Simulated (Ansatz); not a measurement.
Total energies of GeH$_{6}$N$_{2}$, SMILES `[NH2][GeH2][NH2]`.

```xyz
9

N     0.301   -0.905   -1.209
Ge    0.496    0.141    0.282
N    -1.219    0.644    0.687
H    -0.227   -1.754   -1.059
H     1.158   -1.127   -1.695
H     1.471    1.265   -0.139
H     1.024   -0.555    1.558
H    -1.338    1.075    1.592
H    -1.664    1.216   -0.017
```

Total charge 0; spin multiplicity 1. Correlated methods include outer-core shells of Ge, which these sets cover unevenly. Scalar relativity is left out up to krypton. The structure was optimised at the PBE0-D4/def2-TZVP level. It is one conformer, not always the lowest. Basis def2-TZVPP, the Gaussian-basis code of Ansatz.

RPA on PBE orbitals: Hartree–Fock energy of these orbitals -2187.78473 Eh, correlation -1.11785 Eh (frozen core).

| functional | energy without D4 (Eh) | D4 term (kJ/mol) |
| --- | --- | --- |
| LDA (SPW92) | -2186.08957 | – |
| PBE | -2189.73055 | -13.5 |
| BLYP | -2190.19786 | -30.0 |
| B97M-V | -2189.78291 | – |
| PBE0 | -2189.79574 | -11.3 |
| B3LYP | -2190.24177 | -21.8 |
| r2SCAN0 | -2190.08339 | -3.7 |
| HSE06 (plane-wave form) | -2189.79016 | -10.5 |
| BHLYP | -2190.10150 | -16.4 |
| CAM-B3LYP | -2190.26143 | -11.4 |
| LC-ωPBE | -2189.85653 | – |
| ωB97X-V | -2189.96390 | – |
| ωB97M-V | -2190.01824 | – |
| B2PLYP | -2189.73144 | – |

(1) Give the same for revPBE, r2SCAN, r2SCANh, PBE-QIDH. (An estimate is asked.)

B3LYP takes the VWN-RPA correlation (the form of Gaussian; ORCA's B3LYP/G). HSE06 is the plane-wave form, built on full-range PBE exchange. The double hybrids freeze the cores in their second-order part.

Answers

(1) The calculation gave: 
```
functional  energy without D4 (Eh)  D4 term (kJ/mol)
    revPBE             -2189.99073             -42.0
    r2SCAN             -2190.11647              -3.2
   r2SCANh             -2190.10277              -3.4
  PBE-QIDH             -2189.45817                 –
```

LC-ωPBE has ω = 0.4 bohr⁻¹.
